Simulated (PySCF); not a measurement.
A species of formula C8H12N2 has this rotational fingerprint, computed with PBE0-D3(BJ)/def2-SVP geometry optimisation, gas phase in PySCF 2.14.0:

| Quantity | Value |
| --- | --- |
| Rotational constants | A = 3481, B = 793.0, C = 652.7 MHz |
| Dipole components | \|μa\| = 0.30 D, \|μb\| = 0.00 D, \|μc\| = 0.79 D |
| Inertial defect | -8.17 u·Å² |
| κ | -0.90 |

Question: Which candidate fits, each taken in the one conformer that was computed?
A. `CN(C)c1ccc(N)cc1`
B. `[NH2:1][CH2:2][CH2:3][NH:4][c:5]1[cH:6][cH:7][cH:8][cH:9][cH:10]1` with H–N1–C2–C3 -73° and 168°, N1–C2–C3–N4 -52°, C2–C3–N4–C5 178°, C3–N4–C5–C6 -167°
C. `[N:1]#[C:2][CH2:3][C@@:4]12[CH2:5][CH2:6][C@@H:7]1[C@@H:8]2[CH2:9][NH2:10]` with C2–C3–C4–C5 77°, C7–C8–C9–N10 78°, C8–C9–N10–H -56° and 60°

Answer: A. It is CN(C)c1ccc(N)cc1, a near-prolate asymmetric top, point group Cs. The candidates at the same level (rigid rotor, commonest isotopes):

```tsv
SMILES	A (MHz)	B (MHz)	C (MHz)	μa (D)	μb (D)	μc (D)	Δ (u·Å²)	point group	rotor
N#CC[C@@]12CC[C@@H]1[C@@H]2CN	1976	928.1	747.5	1.99	3.07	2.82	-124.19	C1	asymmetric top
CN(C)c1ccc(N)cc1	3481	793.0	652.7	0.30	0.00	0.79	-8.17	Cs	near-prolate asymmetric top
NCCNc1ccccc1	3873	644.4	567.7	3.65	0.21	0.71	-24.45	C1	near-prolate asymmetric top
```

`NCCNc1ccccc1` has B 19 % too low; `N#CC[C@@]12CC[C@@H]1[C@@H]2CN` has A 43 % too low. In the right answer the mirror of this Cs structure is the ac plane, so μb vanishes by symmetry. No structure here is proved a minimum.
